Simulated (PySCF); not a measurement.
# Electron correlation in Pd (palladium, neutral)

Starting occupation: [Kr] 4d9 5p1, 4d3/2 with m_j = -3/2, -1/2, +1/2, +3/2, 4d5/2 with m_j = -3/2, -1/2, +1/2, +3/2, +5/2, 5p3/2 with m_j = +3/2. Calculation: PySCF 2.14, in x2c-TZVPall-2c (8s9p7d1f, 77 functions); X2C-1e with screened-nucleus spin-orbit coupling, Gaussian nucleus. Frozen: [Ar] 3d10; 18 electrons correlated; the 6 highest virtual spinors left out.

MP2 pair energies summed by pair of shells (mhartree):

| pair | energy | share (%) |
| --- | --- | --- |
| 4d3/2-4d5/2 | -116.47 | 25.2 |
| 4d5/2-4d5/2 | -62.98 | 13.6 |
| 4d5/2-4p3/2 | -56.53 | 12.2 |
| 4d3/2-4p3/2 | -42.74 | 9.3 |
| 4d3/2-4d3/2 | -40.05 | 8.7 |
| 4d5/2-4p1/2 | -21.45 | 4.6 |
| 4p3/2-4p3/2 | -20.91 | 4.5 |
| 4p1/2-4p3/2 | -18.90 | 4.1 |
| 4d3/2-4p1/2 | -16.83 | 3.6 |
| 4d5/2-4s1/2 | -13.87 | 3.0 |
| 4p3/2-4s1/2 | -13.67 | 3.0 |
| 4d3/2-4s1/2 | -11.23 | 2.4 |
| 4p1/2-4s1/2 | -6.56 | 1.4 |
| 4d5/2-5p3/2 | -5.73 | 1.2 |
| 4p1/2-4p1/2 | -4.72 | 1.0 |
| 4d3/2-5p3/2 | -4.22 | 0.9 |
| 4s1/2-4s1/2 | -3.49 | 0.8 |
| 4p3/2-5p3/2 | -1.02 | 0.2 |
| 4p1/2-5p3/2 | -0.28 | 0.1 |
| 4s1/2-5p3/2 | -0.10 | 0.0 |

Total MP2 correlation energy: -461.74 mhartree.

This basis was not built for core-valence correlation, so the inner-shell part is incomplete.
